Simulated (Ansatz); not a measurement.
All numbers were calculated with Ansatz.

A structure relaxed at PBE0-D4/def2-TZVP, charge 0, multiplicity 1:

Cartesian coordinates in Å:
```
Si 1.052 -0.584 0.557
C -0.466 -0.310 -0.554
C -1.077 0.989 -0.231
S -0.823 2.382 -1.006
H 2.081 0.434 0.236
H 1.584 -1.949 0.310
H 0.653 -0.461 1.982
H -1.155 -1.137 -0.352
H -0.124 -0.347 -1.590
H -1.725 0.983 0.650
```

Problem. Give its formula and SMILES.

Solution. C2H6SSi, `[SiH3]CC=S`.

Problem. Summarise the bond lengths by kind.

Solution. 1 × C–Si 1.901 Å; 3 × H–Si 1.482 to 1.486 Å; 1 × C–C 1.471 Å; 3 × C–H 1.092 to 1.095 Å; 1 × C–S 1.614 Å.
